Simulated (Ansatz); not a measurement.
Reaction (cleavage of the Si–Si bond): `[SiH3][SiH2][GaH2]` + `C/N=C\N` → `C/N=C/N[SiH3]` + `[SiH3][GaH2]`

Program: Ansatz. Geometries: PBE0-D4/def2-TZVP. ΔE: electronic, gas phase. CCSD(T)/CBS adds triple-zeta CCSD(T) − MP2 to the extrapolated MP2 energy (def2 sets, frozen cores). Double bonds are as drawn, so ΔE can hold a change between cis and trans. DFT in def2-TZVPP. B3LYP here is the variant with VWN-RPA as its local correlation; programs differ in this. For Ga outer-core shells are correlated without core-valence functions, which leaves a few kJ/mol of doubt a bond. Scalar relativity is left out up to krypton. Each species was taken in one conformer, which may not be the lowest.

`[SiH3][SiH2][GaH2]`:

Z-matrix (Å, degrees):
```
Si
Si 1 2.342
H 1 1.489 2 109.9
H 1 1.488 2 111.7 3 120.6
H 1 1.489 2 109.9 3 -118.8
Ga 2 2.406 1 109.0 3 59.2
H 2 1.491 1 107.8 3 -62.5
H 2 1.491 1 107.9 3 -178.9
H 6 1.572 2 120.5 1 -87.8
H 6 1.572 2 120.7 1 89.5
```

`C/N=C\N`:

```xyz
10

C     0.188   -0.032   -1.368
N     1.116    0.016   -0.265
C     0.624    0.002    0.903
N    -0.695   -0.089    1.257
H     0.737    0.004   -2.309
H    -0.412   -0.953   -1.368
H    -0.513    0.818   -1.368
H     1.305    0.027    1.755
H    -1.400    0.080    0.561
H    -0.952    0.128    2.203
```

`C/N=C/N[SiH3]`:

```xyz
13

C    -2.127   -0.021    0.763
N    -0.846   -0.039    0.117
C     0.191    0.147    0.815
N     1.423    0.135    0.226
Si    1.542   -0.140   -1.495
H    -2.067    0.161    1.847
H    -2.758    0.756    0.321
H    -2.640   -0.974    0.604
H     0.172    0.323    1.900
H     2.221    0.286    0.817
H     0.860    0.921   -2.273
H     3.005   -0.083   -1.760
H     1.024   -1.473   -1.881
```

`[SiH3][GaH2]`:

Cartesian coordinates in Å:
```
Si -0.150 0.802 0.638
Ga 0.163 -1.075 -0.849
H -0.241 0.365 2.059
H -1.367 1.598 0.320
H 1.028 1.711 0.525
H 1.142 -2.242 -0.457
H -0.575 -1.159 -2.235
```

| level | ΔE (kJ/mol) | difference from CCSD(T)/CBS |
| --- | --- | --- |
| PBE-D4 | -31.8 | 19.2 |
| r2SCAN-D4 | -43.0 | 8.0 |
| PBE0-D4 | -37.1 | 13.9 |
| B3LYP-D4 | -51.0 | 0.0 |
| ωB97X-V | -50.7 | 0.3 |
| ωB97M-V | -55.7 | -4.7 |
| B2PLYP | -55.0 | -4.0 |
| PBE | -31.8 | 19.2 |
| r2SCAN | -42.7 | 8.3 |
| PBE0 | -37.2 | 13.8 |
| B3LYP | -51.3 | -0.3 |
| HF/def2-TZVPP | -69.9 | -18.9 |
| MP2/def2-TZVPP | -58.3 | -7.3 |
| SCS-MP2/def2-TZVPP | -62.3 | -11.3 |
| CCSD/def2-TZVPP | -54.7 | -3.7 |
| CCSD(T)/def2-TZVPP | -52.4 | -1.4 |
| HF/def2-QZVPP | -71.2 | -20.2 |
| MP2/def2-QZVPP | -58.0 | -7.0 |
| SCS-MP2/def2-QZVPP | -61.9 | -10.9 |
| HF/CBS(def2) | -71.3 | -20.3 |
| MP2/CBS(def2) | -57.0 | -6.0 |
| CCSD/CBS(def2) | -53.4 | -2.4 |
| CCSD(T)/CBS | -51.0 | 0 |

Largest T1 diagnostic among the species: 0.014.

From PBE to PBE0 (25 % exact exchange), in def2-TZVPP and without D4, ΔE moves by −5.4 kJ/mol. In def2-TZVPP, CCSD(T) changes the Hartree–Fock value by +17.5 kJ/mol (the triples alone add +2.3 kJ/mol) and MP2 by +11.6 kJ/mol.
